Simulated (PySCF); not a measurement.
C5H8O2.
Cartesian coordinates in Å at the PBE0-D3(BJ)/def2-SVP level; atoms count from 1:
```xyz
15
C5H8O2 angstrom
C     -0.7801    1.8503    0.2199
C     -0.0093    0.7674    0.0401
O     -0.4112   -0.4669   -0.3217
C     -1.7810   -0.6678   -0.5302
C      1.4809    0.8489    0.2462
C      2.2588   -0.4217    0.0452
O      2.0029    1.8931    0.5590
H     -0.2799    2.7734    0.5134
H     -1.8617    1.8505    0.0877
H     -1.9133   -1.7212   -0.8070
H     -2.3620   -0.4560    0.3850
H     -2.1623   -0.0268   -1.3448
H      3.3225   -0.2243    0.2222
H      2.1021   -0.8083   -0.9731
H      1.8934   -1.2031    0.7288
```

The closed-shell ground state was solved at several levels (PySCF, density fitting, gas phase, non-relativistic).

```csv
level,basis functions,HOMO (eV),LUMO (eV),gap (eV),dipole (D)
wB97X-D/def2-SVPD,210,-8.96,0.35,9.31,3.64
PBE/pcSseg-2,364,-5.79,-2.41,3.38,3.54
B3LYP/pcJ-1,269,-6.82,-1.54,5.28,3.63
```

Q: Estimate the row for PBE0/pcSseg-1, a basis of 159 functions; the other rows only guide the guess.

A: HOMO -7.05 eV, LUMO -1.33 eV, gap 5.72 eV, dipole 3.63 D.

Q: Over all these levels, which gives the widest orbital gap and which the narrowest?

A: wB97X-D/def2-SVPD (range-separated hybrid) has the widest, 9.31 eV, and PBE/pcSseg-2 (GGA) the narrowest, 3.38 eV. Functional and basis both differ between the two, so the spread mixes both effects.

Q: How far do the dipole and the HOMO energy spread over the levels?

A: The dipole runs from 3.54 to 3.64 D (mean 3.61 D) and the HOMO from -8.96 to -5.79 eV.

One conformer stands for the species.
